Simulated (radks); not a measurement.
Results of a calculation; reference values are marked as such.
All-electron atom: Se V in [Ar] 3d9.75 4s2 4f0.25 (fractional occupations, a model configuration).

Level of theory: Dirac Kohn-Sham, exchange-only B88, spin-unpolarised, spherical densities, point nucleus; open shells fill j = l - 1/2 first (a radial shooting solver on a logarithmic mesh with Libxc functionals).

Energy parts (eV):
part                   energy
total              -65970.972
kinetic             67596.886
electron-nucleus  -157675.773
Hartree             26425.307
exchange            -2317.392

Orbitals (lengths in bohr, moments of r in powers of bohr; r(90%) holds 90 % of the orbital's charge):
| orbital | occ. | eigenvalue (eV) | <r> | r(90%) | small-component weight |
|---|---|---|---|---|---|
| 1s1/2 | 2 | -12561.49 | 0.04408 | 0.0788 | 1.52e-02 |
| 2s1/2 | 2 | -1663.500 | 0.1957 | 0.303 | 2.98e-03 |
| 2p1/2 | 2 | -1498.538 | 0.1685 | 0.276 | 2.97e-03 |
| 2p3/2 | 4 | -1456.729 | 0.1723 | 0.281 | 2.91e-03 |
| 3s1/2 | 2 | -268.4147 | 0.5723 | 0.853 | 7.10e-04 |
| 3p1/2 | 2 | -211.9330 | 0.5797 | 0.887 | 6.60e-04 |
| 3p3/2 | 4 | -205.9966 | 0.5901 | 0.902 | 6.42e-04 |
| 3d3/2 | 4 | -108.4614 | 0.6159 | 1.02 | 5.24e-04 |
| 3d5/2 | 5.75 | -107.5419 | 0.6199 | 1.02 | 5.19e-04 |
| 4s1/2 | 2 | -63.0855 | 1.573 | 2.28 | 1.33e-04 |
| 4p1/2 | 0 | -49.6740 | 1.756 | 2.57 | 1.09e-04 |
| 4p3/2 | 0 | -48.9706 | 1.779 | 2.61 | 1.07e-04 |
| 4d3/2 | 0 | -30.0111 | 2.356 | 3.51 | 6.73e-05 |
| 4d5/2 | 0 | -29.9322 | 2.364 | 3.52 | 6.71e-05 |
| 4f5/2 | 0.25 | -17.0157 | 3.593 | 5.32 | 2.21e-05 |
| 4f7/2 | 0 | -17.0147 | 3.593 | 5.32 | 2.21e-05 |
| 5s1/2 | 0 | -26.6853 | 3.356 | 4.74 | 4.51e-05 |
| 5f5/2 | 0 | -10.5065 | 6.561 | 9.46 | 1.34e-05 |
| 5f7/2 | 0 | -10.5059 | 6.562 | 9.46 | 1.34e-05 |

The highest occupied level is 4f5/2 at -17.016 eV. The configuration is held as typed, so some empty levels lie below it. The density falls to 0.001 e/bohr^3 at r = 3.19 bohr.
